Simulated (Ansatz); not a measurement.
`[SiH3]C(Cl)Br`, charge 0, multiplicity 1.

Question: Give a relaxed structure at PBE0-D4/def2-TZVP (Ansatz). (Best estimate.)

Answer: Computed: 
Z-matrix (Å, degrees):
```
Si
C 1 1.894
H 1 1.483 2 108.5
H 1 1.480 2 107.8 3 120.5
H 1 1.485 2 108.2 3 -119.6
Cl 2 1.769 1 110.0 3 178.3
Br 2 1.945 1 108.7 3 -58.9
H 2 1.087 1 113.8 3 58.0
```
